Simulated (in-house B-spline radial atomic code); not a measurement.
Radial electron density of Fe III (Fe2+), [Ar] 3d6. Level of theory: Dirac-Kohn-Sham PW91, spherical fractional occupations, Fermi nucleus of rms radius 3.7377 fm; calculated with an all-electron radial atomic-structure program (B-spline basis).

Columns: r (bohr), 4πr²n(r) (electrons per bohr), bar.

```
 0.00228   0.7744 #
 0.00273    1.077 #
 0.00327    1.493 ##
 0.00392    2.061 ###
  0.0047    2.826 ####
 0.00563    3.838 #####
 0.00674    5.158 #######
 0.00808    6.869 #########
 0.00968    9.013 ###########
  0.0116    11.64 ###############
  0.0139    14.74 ###################
  0.0167    18.29 #######################
    0.02    21.99 ############################
  0.0239    25.55 ################################
  0.0287    28.68 ####################################
  0.0343    30.75 #######################################
  0.0412    31.44 ########################################
  0.0493    30.56 #######################################
  0.0591    28.45 ####################################
  0.0708    26.01 #################################
  0.0848     24.5 ###############################
   0.102    25.07 ################################
   0.122    27.89 ###################################
   0.146    31.84 ########################################
   0.175    34.65 ############################################
    0.21    33.96 ###########################################
   0.251    29.18 #####################################
   0.301    21.91 ############################
   0.361    15.61 ####################
   0.432    13.03 #################
   0.518    14.08 ##################
   0.621     16.2 #####################
   0.744    16.51 #####################
   0.891     14.1 ##################
    1.07    10.03 #############
    1.28    6.145 ########
    1.53     3.32 ####
    1.84    1.582 ##
     2.2   0.7063 #
    2.64   0.2787 
    3.16  0.09601 
    3.79  0.02594
```

On this grid the curve has 3 maxima, near 0.0412, 0.175, 0.744 bohr.

The 3p3/2 radial function P(r) = rR(r), positive near the nucleus, with its small component Q(r) (sign convention: Q ≈ (P' + κP/r)/2c):

```
r (bohr)         P           Q
 0.00273   0.00145  -6.886e-05
 0.00392  0.002934  -0.0001395
 0.00563    0.0059  -0.0002803
 0.00808   0.01173  -0.0005569
  0.0116   0.02303   -0.001091
  0.0167   0.04454   -0.002106
  0.0239   0.08286   -0.003907
  0.0343    0.1488   -0.006999
  0.0493    0.2527    -0.01188
  0.0708    0.3937    -0.01862
   0.102    0.5417    -0.02623
   0.146    0.6059    -0.03159
    0.21    0.4502    -0.03039
   0.301  -0.01283    -0.01987
   0.432   -0.6608   -0.003459
   0.621    -1.118     0.00952
   0.891    -1.067     0.01209
    1.28   -0.6446    0.007395
    1.84    -0.239    0.002608
    2.64  -0.04825   0.0004975
    3.79  -0.00425   4.157e-05
```
